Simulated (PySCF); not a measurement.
## Manganese: a sound run and one with changed settings

Sound run: Mn⁺ [Ar] 3d5 4s1, Mn²⁺ [Ar] 3d5. Computed with PySCF 2.14 in cc-pVDZ, with the non-relativistic Hamiltonian (point nucleus). In the sound run the correlated levels freeze [Ar]. The sound run starts from symmetry-adapted Hartree-Fock orbitals and uses a fine grid where one is needed.

Changed run: all electrons correlated in a basis built for the valence shell.

| species | method | sound run (hartree) | changed run (hartree) | converged |
| --- | --- | --- | --- | --- |
| Mn⁺ | MP2 | -1149.71485 | -1149.90432 | yes |
| Mn²⁺ | MP2 | -1149.16011 | -1149.33909 | yes |

Ionisation energy of Mn⁺:

| method | sound run (eV) | changed run (eV) |
| --- | --- | --- |
| UHF | 14.718 | 14.718 |
| MP2 | 15.095 | 15.381 |
| SCS-MP2 | 14.844 | 15.156 |

A valence basis has no tight correlating functions, so it recovers only part of the core correlation, and not evenly between atom and ion.

For comparison, NIST gives 15.640 eV between the lowest levels.
